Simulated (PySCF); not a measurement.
A side-by-side comparison of computed properties.

First species: CH8FNSSi2.
InChI=1S/CH8FNSSi2/c1-4-6(2)3-5/h3,6H,1,5H3/t6-/m0/s1

Second species: C7H8O3S.
SMILES: `COS(=O)(=O)c1ccccc1`

Levels: PBE0/pcSseg-1 for dipole moment, HOMO energy, LUMO energy and HOMO–LUMO gap; GFN2-xTB for rotational constant A and rotational constant C. Geometries: GFN2-xTB. Each species is one conformer at its optimised geometry, gas phase, non-relativistic unless stated. Electronic properties by PySCF.

Dipoles, sizes and rotational constants follow the conformer. The torsions of the flexible species, by atom-mapped SMILES:
- `[CH3:1][S:2][Si@@H:3]([F:4])[NH:5][SiH3:6]`: C1–S2–Si3–F4 51°, S2–Si3–N5–Si6 -172°
- `[CH3:1][O:2][S:3](=[O:4])(=[O:5])[c:6]1[cH:7][cH:8][cH:9][cH:10][cH:11]1`: C1–O2–S3–O4 -64°, O2–S3–C6–C7 -89°

Values for the first species:

| Property | Result |
| --- | --- |
| Dipole moment | 0.89 D |
| HOMO energy | -7.09 eV |
| LUMO energy | 0.01 eV |
| HOMO–LUMO gap | 7.10 eV |
| Rotational constant A | 4.559 GHz |
| Rotational constant C | 0.783 GHz |

Task: Estimate the same properties for the second species, and the change in each.

Result: 
| property | first | second | second less first |
| --- | --- | --- | --- |
| dipole moment | 0.89 D | 3.62 D | +2.73 D |
| HOMO energy | -7.09 eV | -8.06 eV | -0.97 eV |
| LUMO energy | 0.01 eV | -1.35 eV | -1.36 eV |
| HOMO–LUMO gap | 7.10 eV | 6.71 eV | -0.39 eV |
| rotational constant A | 4.559 GHz | 2.199 GHz | -2.360 GHz |
| rotational constant C | 0.783 GHz | 0.616 GHz | -0.167 GHz |

On the first: In atomic units the dipole is 0.35 e·bohr (1 au = 2.5417 D).

On the second: The dipole equals about 12.1 × 10⁻³⁰ C·m (1 D = 3.33564 × 10⁻³⁰ C·m).
